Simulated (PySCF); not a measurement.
Isomers of C2H7FSSi, mass 110.002 u with the commonest isotopes. Method used: wB97X-D/def2-SVPD in PySCF (dipole) on a GFN2-xTB geometry, gas phase. One conformer each, none proved a minimum here; rigid rotors.

Question: Order these by radius of gyration √(Σ m r²/M), smallest first.
A. `[CH3:1][S:2][CH2:3][SiH2:4][F:5]` with C1–S2–C3–Si4 69°, S2–C3–Si4–F5 170°
B. `[CH3:1][S:2][SiH2:3][CH2:4][F:5]` with C1–S2–Si3–C4 180°, S2–Si3–C4–F5 180°
C. `[F:1][CH2:2][CH2:3][SiH2:4][SH:5]` with F1–C2–C3–Si4 59°, C2–C3–Si4–S5 70°, C3–Si4–S5–H 177°

Answer: C (1.870 Å), A (1.941 Å), B (2.011 Å).

Question: Order these by out-of-plane moment Σ m c² = (Ia + Ib − Ic)/2, largest first.
A. `[CH3:1][S:2][SiH2:3][CH2:4][F:5]` with C1–S2–Si3–C4 180°, S2–Si3–C4–F5 180°
B. `[CH3:1][S:2][CH2:3][SiH2:4][F:5]` with C1–S2–C3–Si4 69°, S2–C3–Si4–F5 170°
C. `[F:1][CH2:2][CH2:3][SiH2:4][SH:5]` with F1–C2–C3–Si4 59°, C2–C3–Si4–S5 70°, C3–Si4–S5–H 177°
D. `[CH3:1][C@H:2]([F:3])[SiH2:4][SH:5]` with C1–C2–Si4–S5 180°, C2–Si4–S5–H -36°

Answer: C (35.96 u·Å²), B (18.07 u·Å²), D (12.93 u·Å²), A (6.12 u·Å²).

Question: Order these by dipole moment, largest first.
A. `[CH3:1][C@H:2]([F:3])[SiH2:4][SH:5]` with C1–C2–Si4–S5 180°, C2–Si4–S5–H -36°
B. `[CH3:1][S:2][SiH2:3][CH2:4][F:5]` with C1–S2–Si3–C4 180°, S2–Si3–C4–F5 180°
C. `[F:1][CH2:2][CH2:3][SiH2:4][SH:5]` with F1–C2–C3–Si4 59°, C2–C3–Si4–S5 70°, C3–Si4–S5–H 177°

Answer: A (2.25 D), B (1.84 D), C (1.57 D).

| SMILES | point group | Ia (u·Å²) | Ib (u·Å²) | Ic (u·Å²) | κ | μa (D) | μb (D) | μc (D) |
| --- | --- | --- | --- | --- | --- | --- | --- | --- |
| FCC[SiH2]S | C1 | 98.78 | 321.65 | 348.52 | -0.93 | 0.01 | 1.04 | 1.18 |
| C[C@H](F)[SiH2]S | C1 | 85.89 | 305.37 | 365.40 | -0.88 | 1.70 | 1.36 | 0.56 |
| CS[SiH2]CF | Cs | 49.54 | 401.51 | 438.81 | -0.98 | 1.75 | 0.57 | 0.00 |
| CSC[SiH2]F | C1 | 66.79 | 365.70 | 396.36 | -0.97 | 1.05 | 1.31 | 0.53 |
